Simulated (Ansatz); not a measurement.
Cost and result for the atomization energy of `N[Si@H](O)O[Si@@H](N)F` (14 atoms, 13 bonds).

```xyz
14

N     0.024   -1.283    1.773
Si   -0.253   -1.562    0.114
O     0.811   -2.669   -0.445
O    -0.106   -0.107   -0.622
Si    0.266    1.448   -0.387
N    -0.490    2.351   -1.595
F    -0.230    1.816    1.097
H    -0.255   -0.409    2.191
H     0.017   -2.037    2.439
H    -1.565   -2.115   -0.275
H     1.727   -2.551   -0.184
H     1.716    1.719   -0.374
H    -1.372    2.073   -1.989
H    -0.290    3.326   -1.743
```

The species carries charge 0 and has multiplicity 1. The geometry is a stationary point of PBE0-D4/def2-TZVP. It is one conformer, not always the lowest. Program: Ansatz. All runs use 2 threads of an AMD EPYC 7R13 on a shared host and a share of an NVIDIA H100 80 GB. Times are those of one run each, without the atoms' runs, and a repeat can differ threefold. Electronic energies, without spin–orbit coupling; frozen cores. CCSD(T)/CBS adds CCSD(T) − MP2 in def2-TZVPP to the MP2 limit, and its time is that of the two runs behind it. T1 = 0.011. B3LYP takes the VWN-RPA correlation (the form of Gaussian; ORCA's B3LYP/G).

CCSD(T)/CBS is a level of theory with its own doubt, some kJ/mol a heavy atom from the limit and from the frozen cores, so smaller differences don't rank the functionals.

| level | functions | wall time |
| --- | --- | --- |
| B2PLYP/def2-TZVPP | 337 | 6 s |
| B3LYP-D4/def2-TZVPP (with forces) | 337 | 6.5 s |
| r2SCAN-D4/def2-TZVPP (with forces) | 337 | 7 s |
| ωB97X-V/def2-TZVPP | 337 | 7 s |
| PBE0-D4/def2-TZVPP | 337 | 7.5 s |
| PBE-D4/def2-TZVPP (with forces) | 337 | 8.5 s |
| MP2/def2-QZVPP | 635 | 9.5 s |
| ωB97M-V/def2-TZVPP (with forces) | 337 | 9.5 s |
| CCSD(T)/def2-TZVPP | 337 | 13 s |
| CCSD(T)/CBS(def2) | – | 23 s |

(1) What atomization energy does each give, and how far from CCSD(T)/CBS? (An estimate is asked.)

Results:

(1) Computed: 
| level | atomization (kJ/mol) | difference from CCSD(T)/CBS | per bond |
| --- | --- | --- | --- |
| B2PLYP/def2-TZVPP | 5414.1 | -88.4 | -6.8 |
| B3LYP-D4/def2-TZVPP (with forces) | 5463.3 | -39.2 | -3.0 |
| r2SCAN-D4/def2-TZVPP (with forces) | 5454.2 | -48.3 | -3.7 |
| ωB97X-V/def2-TZVPP | 5496.1 | -6.4 | -0.5 |
| PBE0-D4/def2-TZVPP | 5402.6 | -99.9 | -7.7 |
| PBE-D4/def2-TZVPP (with forces) | 5517.4 | 14.9 | 1.1 |
| MP2/def2-QZVPP | 5558.1 | 55.6 | 4.3 |
| ωB97M-V/def2-TZVPP (with forces) | 5498.1 | -4.4 | -0.3 |
| CCSD(T)/def2-TZVPP | 5313.1 | -189.4 | -14.6 |
| CCSD(T)/CBS(def2) | 5502.5 | 0.0 | 0.0 |

In def2-TZVPP, CCSD(T) changes the Hartree–Fock value by +1447.3 kJ/mol (the triples alone add +79.5 kJ/mol) and MP2 by +1576.7 kJ/mol; breaking electron pairs costs correlation energy, which Hartree–Fock lacks. The D4 term adds +54.0 kJ/mol with B3LYP and +28.7 kJ/mol with PBE0; it sums over pairs of atoms, weighted by their polarisabilities, and B3LYP, whose exchange is more repulsive, gets the larger term. From PBE to PBE0 (25 % exact exchange), in def2-TZVPP and without D4, the atomization energy moves by −109.8 kJ/mol: exact exchange takes away binding that semilocal exchange gives to molecules.
